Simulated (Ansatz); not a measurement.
A nudged elastic band was laid between two geometries of BrH3OSi + H3P (10 atoms, charge 0, multiplicity 1).

The calculation used RKS PBE0/def2-SVP in Ansatz 0.2.0.

```json
{
 "movable images": "7",
 "climbing image": "yes",
 "spring": "5.0 eV/Å²",
 "optimiser": "quadratic models (default)",
 "start path": "through a guess of the saddle point",
 "force threshold": "0.05 eV/Å",
 "iteration limit": "60",
 "end points": "relaxed"
}
```

Image 0:

```xyz
10
Properties=species:S:1:pos:R:3
Si -1.257 -0.756 1.081
Br -0.410 -2.107 -0.490
H -2.193 -1.613 1.861
H -1.935 0.379 0.420
O -0.061 -0.125 2.033
H 2.031 0.671 -1.037
P 0.855 1.283 -1.566
H 0.454 -0.741 2.563
H 1.568 2.421 -2.058
H 0.949 0.586 -2.808
```

Image 8:

```xyz
10
Properties=species:S:1:pos:R:3
Si -1.035 0.267 0.473
Br 2.215 -2.223 0.317
H -1.933 -0.843 0.025
H -1.842 1.470 0.806
O -0.149 -0.099 1.823
H 1.804 -1.216 -0.641
P 0.380 0.616 -1.277
H 0.488 -0.822 1.742
H 0.691 1.979 -1.006
H -0.618 0.873 -2.262
```

Question: Which bonds break or form, and what moves?

Answer: Bonds broken: Si1–Br2, H6–P7. Bonds formed: Si1–P7, Br2–H6. BrH3OSi + H3P becomes BrH + H5OPSi.

Question: Give the energies along the band, and the barrier.

Answer: The forces met the threshold. The highest image is number 6 of 0 to 8, 1.14 eV above the first end and 0.52 eV above the last; the last end lies 0.62 eV above the first. A vibrational analysis at the climbing image gives one clearly imaginary mode, 495i cm⁻¹: a first-order saddle point. The orbitals stay closed-shell, which can raise the energy where a bond breaks towards radicals; this wasn't checked here.

```json
{"image": "0", "path coordinate (Å)": "0.00", "energy (eV)": "0.00", "Si1–Br2 (Å)": "2.24", "H6–P7 (Å)": "1.43", "Si1–P7 (Å)": "3.95"}
{"image": "1", "path coordinate (Å)": "1.57", "energy (eV)": "0.01", "Si1–Br2 (Å)": "2.24", "H6–P7 (Å)": "1.43", "Si1–P7 (Å)": "4.25"}
{"image": "2", "path coordinate (Å)": "3.15", "energy (eV)": "0.00", "Si1–Br2 (Å)": "2.24", "H6–P7 (Å)": "1.43", "Si1–P7 (Å)": "4.26"}
{"image": "3", "path coordinate (Å)": "4.72", "energy (eV)": "0.01", "Si1–Br2 (Å)": "2.24", "H6–P7 (Å)": "1.43", "Si1–P7 (Å)": "3.80"}
{"image": "4", "path coordinate (Å)": "6.29", "energy (eV)": "0.46", "Si1–Br2 (Å)": "2.30", "H6–P7 (Å)": "1.43", "Si1–P7 (Å)": "3.05"}
{"image": "5", "path coordinate (Å)": "7.87", "energy (eV)": "0.88", "Si1–Br2 (Å)": "2.70", "H6–P7 (Å)": "1.41", "Si1–P7 (Å)": "2.36"}
{"image": "6", "path coordinate (Å)": "9.44", "energy (eV)": "1.14", "Si1–Br2 (Å)": "3.37", "H6–P7 (Å)": "1.48", "Si1–P7 (Å)": "2.32"}
{"image": "7", "path coordinate (Å)": "10.46", "energy (eV)": "0.69", "Si1–Br2 (Å)": "3.81", "H6–P7 (Å)": "2.15", "Si1–P7 (Å)": "2.29"}
{"image": "8", "path coordinate (Å)": "11.48", "energy (eV)": "0.62", "Si1–Br2 (Å)": "4.10", "H6–P7 (Å)": "2.41", "Si1–P7 (Å)": "2.28"}
```

Question: What is the geometry of the highest image?

Answer: 
```xyz
10
Properties=species:S:1:pos:R:3
Si -0.985 0.152 0.655
Br 1.381 -2.152 0.000
H -1.876 -0.887 0.081
H -1.713 1.423 0.905
O -0.089 -0.196 1.978
H 1.645 -0.199 -0.709
P 0.491 0.653 -1.058
H 0.505 -0.959 1.784
H 0.610 2.042 -1.352
H 0.032 0.125 -2.284
```

Question: What are the harmonic wavenumbers there?

Answer: 495i, 95, 146, 161, 232, 381, 404, 476, 591, 676, 687, 726, 857, 916, 952, 974, 1041, 1085, 1996, 2274, 2287, 2415, 2531, 3484 cm⁻¹.

The run took 7.4 min on 2 threads of Arm Neoverse V2, with other jobs on the host, peak memory 0.29 GiB.
